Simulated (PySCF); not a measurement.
Match the calculated data to a structure.

All candidates are C9H14O.

* 1H NMR: chemical shifts (computed TMS as zero) by class: 2.32 (2 H), 2.24 (2 H), 2.23 (2 H), 1.53 (2 H), 0.52 (2 H), 0.41 (1 H), 0.37 (1 H), 0.14 (2 H) ppm [GIAO PBE0/pcSseg-1]
* Dipole: 3.27 D [PBE0/pcSseg-1]
* NMR, other nuclei: isotropic shieldings of nuclei other than C and H, by class: -345 (1 O) ppm [GIAO PBE0/pcSseg-1]
* 13C NMR: chemical shifts (computed TMS as zero) by class: 214.3 (1 C), 47.5 (1 C), 44.8 (2 C), 38.2 (2 C), 20.0 (1 C), 6.1 (2 C) ppm [GIAO PBE0/pcSseg-1]
* Rotational structure: rotational constants A, B, C: 3.424, 0.737, 0.649 GHz [GFN2-xTB]

Gas-phase values; electronic properties from PySCF, density fitting. Levels stand in brackets. Geometry: GFN2-xTB, one conformer, isolated molecule. NMR values are class means; diastereotopic atoms form classes of their own.

Question: Which candidate is it?
A. `O=C1CCC(C2CC2)CC1`
B. `O=C[C@@H]1C[C@H]2CC[C@@H](C1)C2`
C. `CC(=O)[C@@H]1C[C@H]2CC[C@@H]1C2`

Answer: A. It is `O=C1CCC(C2CC2)CC1`. Numbering: `[O:1]=[C:2]1[CH2:3][CH2:4][CH:5]([CH:6]2[CH2:7][CH2:8]2)[CH2:9][CH2:10]1`. Its formula, C9H14O, gives 3 degrees of unsaturation: 2 rings and 1 π bond in the structure found. 9 carbons fall into 6 classes; from least to most shielded: ketone carbonyl carbon [C2] (214.3 ppm), sp3 CH carbon [C5] (47.5 ppm), sp3 carbon next to a carbonyl [C3/C10] (44.8 ppm, 2 C), ring CH2 carbon [C4/C9] (38.2 ppm, 2 C), three-membered-ring carbon [C6] (20.0 ppm), three-membered-ring carbon [C7/C8] (6.1 ppm, 2 C). Hydrogen classes from least to most shielded: 2 H on 2 like atoms (sp3 carbon next to a carbonyl), C3/C10 (2.32 ppm), 2 H on 2 ring CH2 carbons, C4/C9 (2.24 ppm), 2 H on 2 like atoms (sp3 carbon next to a carbonyl), C3/C10 (2.23 ppm), 2 H on 2 ring CH2 carbons, C4/C9 (1.53 ppm), 2 H on 2 three-membered-ring carbons, C7/C8 (0.52 ppm), 1 H on an sp3 CH carbon, C5 (0.41 ppm), 1 H on a three-membered-ring carbon, C6 (0.37 ppm), 2 H on 2 three-membered-ring carbons, C7/C8 (0.14 ppm). The other shieldings belong to: -345 ppm, ketone oxygen [O1]. The optimised geometry has point group Cs and is an asymmetric top.

The others, at the same levels:
- `O=C[C@@H]1C[C@H]2CC[C@@H](C1)C2` fails: its computed 13C shifts are 208.4 (1 C), 47.8 (1 C), 41.2 (1 C), 37.4 (2 C), 34.7 (2 C), 31.5 (2 C) ppm, 1H shifts are 9.57 (1 H), 2.24 (2 H), 2.16 (1 H), 1.86 (2 H), 1.59 (1 H), 1.53 (2 H), 1.42 (2 H), 1.37 (2 H), 1.25 (1 H) ppm and rotational constant A is 2.590 GHz (against 3.424 GHz).
- `CC(=O)[C@@H]1C[C@H]2CC[C@@H]1C2` fails: it has 9 carbon classes against 6; its computed 13C shifts are 214.3 (1 C), 55.7 (1 C), 41.4 (1 C), 39.5 (1 C), 38.5 (1 C), 38.2 (1 C), 32.1 (1 C), 31.3 (1 C), 31.0 (1 C) ppm, 1H shifts are 2.33 (1 H), 2.14 (1 H), 2.10 (1 H), 2.07 (3 H), 1.62 (1 H), 1.60 (1 H), 1.59 (1 H), 1.55 (1 H), 1.20 (1 H), 1.13 (1 H), 1.08 (1 H), 1.05 (1 H) ppm and rotational constant A is 2.758 GHz (against 3.424 GHz).
